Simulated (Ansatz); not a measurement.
Consider the ligand exchange at the Hf–O bond: `[NH2][Hf]([NH2])([NH2])[OH]` + NH₃ → `[NH2][Hf]([NH2])([NH2])[NH2]` + H₂O.

Computed with Ansatz on PBE0-D4/def2-TZVP structures; ΔE is electronic, products minus reactants. CCSD(T)/CBS adds triple-zeta CCSD(T) − MP2 to the extrapolated MP2 energy (def2 sets, frozen cores). This one scheme is used for every species. Functionals use def2-TZVPP. HSE06 is defined as in plane-wave codes. Elements past krypton have def2 core potentials. For Hf outer-core shells are correlated without core-valence functions, which leaves a few kJ/mol of doubt a bond. Each species was taken in one conformer, which may not be the lowest.

```tsv
level	ΔE (kJ/mol)	difference from CCSD(T)/CBS
LDA (SPW92)	72.1	2.6
r2SCANh-D4	74.1	4.6
HSE06-D4	70.2	0.7
ωB97X-V	75.7	6.2
r2SCANh	74.7	5.2
BHLYP	77.5	8.0
CCSD(T)/def2-SVP	81.8	12.3
CCSD/def2-TZVPP	71.8	2.3
HF/def2-QZVPP	78.0	8.5
MP2/def2-QZVPP	70.3	0.8
CCSD(T)/CBS	69.5	0
```

Largest T1 diagnostic among the species: 0.014.

At CCSD(T), def2-SVP lies +12.3 kJ/mol from the extrapolated value and def2-TZVPP +1.5 kJ/mol. In def2-TZVPP, CCSD(T) changes the Hartree–Fock value by −7.6 kJ/mol (the triples alone add −0.9 kJ/mol) and MP2 by −7.2 kJ/mol. Leaving LDA and LC-ωPBE aside and taking each functional with its dispersion term where it has one, the values, not all of them listed here, spread over 8.1 kJ/mol, from revPBE-D4 to B97M-V.

CCSD(T)/CBS has its own doubt, a few kJ/mol and more with outer-core shells, so smaller differences from it don't rank the levels.
